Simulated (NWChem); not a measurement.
# 1,1,1,2-tetrafluoroethane (C₂H₂F₄); SMILES FCC(F)(F)F

```xyz
8

F     -0.0852     1.9422     0.0000
C      0.7685     0.8873     0.0000
C     -0.0126    -0.4091     0.0000
F     -0.7877    -0.5147     1.0759
F     -0.7877    -0.5147    -1.0759
F      0.8445    -1.4336     0.0000
H      1.4045     0.9092     0.8994
H      1.4045     0.9092    -0.8994
```
Atoms are numbered in this order, from 1.

All runs: NWChem. Pople sets run with spherical d functions. Structure relaxed at the PBE0/def2-SVP level.

Taking Hartree-Fock/6-311++G** as the yardstick, which of these has the fewest basis functions while keeping “highest occupied level (eV)” within 0.05 eV of it: Hartree-Fock/6-311G**; Hartree-Fock/6-31+G*; Hartree-Fock/6-31G*; Hartree-Fock/STO-3G; Hartree-Fock/3-21G?

Hartree-Fock/6-31+G* (a larger set in the list lies outside the tolerance).
| level | basis functions | highest occupied level (eV) |
|---|---|---|
| Hartree-Fock/STO-3G | 32 | -10.67 |
| Hartree-Fock/3-21G | 58 | -14.72 |
| Hartree-Fock/6-31G* | 88 | -14.87 |
| Hartree-Fock/6-31+G* | 112 | -15.23 |
| Hartree-Fock/6-311G** | 120 | -15.08 |
| Hartree-Fock/6-311++G** | 146 | -15.26 |

The yardstick is one finite set, not the basis-set limit.
